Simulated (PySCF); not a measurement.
## How methods differ on the excitation energy of Te(2+)

Te(2+) [Kr] 4d10 5s2 5p2 (3P) → Te(2+) [Kr] 4d10 5s1 5p2 6s1 (5P), as a difference of total energies. All numbers are calculated (PySCF 2.14, a scalar-relativistic core potential, in aug-cc-pwCVTZ-PP with ECP28MDF (8s7p6d4f1g, 96 functions)). Correlated levels: valence: 4s2 4p6 4d10 frozen; valence and next inner shell: nothing frozen outside the core potential. The calculations carry no spin-orbit coupling.

```csv
method,excitation energy (eV)
UHF,19.709
LDA,22.116
PBE,21.756
PBE0,21.504
r2SCAN,21.578
wB97X-V,21.802
B3LYP,21.982
BLYP,22.163
MP2 (valence),20.608
SCS-MP2 (valence),21.004
MP2 (valence and next inner shell),21.675
SCS-MP2 (valence and next inner shell),21.853
```

How much does correlation contribute at MP2 (valence and next inner shell)?

21.675 − (19.709) = 1.966 eV, measured against UHF.

The promoted electron is Rydberg-like, and one or two diffuse shells describe it only roughly, which tends to raise the upper state.
